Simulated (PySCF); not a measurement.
These are PBE-D3(BJ)/def2-TZVP // B3LYP-D3(BJ)/def2-TZVP in PySCF values and carry that method's errors. Isolated molecules, 0 K electronic values unless said otherwise. 

Reference species (SMILES): `C1C(C1)=O` (neutral, multiplicity 1).

The HOMO–LUMO gap is 3.42 eV and the LUMO is -2.09 eV. The dipole moment is 2.78 D. The HOMO is -5.51 eV.

After one change: the HOMO–LUMO gap rises by 1.68 eV; the LUMO rises by 1.74 eV; the dipole moment falls by 1.28 D; the HOMO increases by 0.07 eV.

Q: Which change was made? The new species is one of these.
(A) `CC=C=O`
(B) `CC1=CO1`
(C) `CC#CO`
(D) `C=C1CO1`

A: C, `CC#CO`
